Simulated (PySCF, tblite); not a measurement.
Isomers of ClH4SSi2 (doublet state), one GFN2-xTB conformer each. Single-point energies are computed at B3LYP/pcH-1 (PySCF, gas phase, no added dispersion term), electronic only. GFN2-xTB treats the open shell by occupation alone, and not every SCF solution was tested for stability.

```json
{"SMILES": "[SiH3]S[SiH]Cl", "GFN2-xTB relative energy (kcal/mol)": "0.0"}
{"SMILES": "[SiH2]S[SiH2]Cl", "GFN2-xTB relative energy (kcal/mol)": "0.5"}
```

Conformers: `[SiH3:1][S:2][SiH:3][Cl:4]` (doublet state) with Si1–S2–Si3–Cl4 -175°; `[SiH2:1][S:2][SiH2:3][Cl:4]` (doublet state) with H–Si1–S2–Si3 174° and -63°, Si1–S2–Si3–Cl4 -69°.

Question: What does B3LYP/pcH-1 give for the same structures?

Answer: 
| SMILES | B3LYP/pcH-1 E (Eh) | B3LYP/pcH-1 (kcal/mol) | GFN2-xTB (kcal/mol) | point group |
| --- | --- | --- | --- | --- |
| [SiH2]S[SiH2]Cl | -1439.86076 | 0.0 | 0.5 | C1 |
| [SiH3]S[SiH]Cl | -1439.86007 | 0.4 | 0.0 | – |

GFN2-xTB puts [SiH3]S[SiH]Cl lowest instead. Neighbours under 5.0 kcal/mol apart ([SiH2]S[SiH2]Cl and [SiH3]S[SiH]Cl) can change places with a better method, another conformer or zero-point energy.

Question: What happens when harmonic zero-point energies from GFN2-xTB frequencies are added?

Answer: 
```
         SMILES  ZPE (kcal/mol)  electronic (kcal/mol)  with ZPE (kcal/mol)
[SiH2]S[SiH2]Cl            22.2                    0.0                  0.0
 [SiH3]S[SiH]Cl            22.2                    0.4                  0.5
```

The zero-point energies span 0.0 kcal/mol. The order is unchanged.

Question: As an exercise, what shares would exp(−E/RT) give at 2000 K from these electronic energies alone (no entropy, no degeneracies)?

Answer: RT = 3.974 kcal/mol: [SiH2]S[SiH2]Cl 52.7 %, [SiH3]S[SiH]Cl 47.3 %.
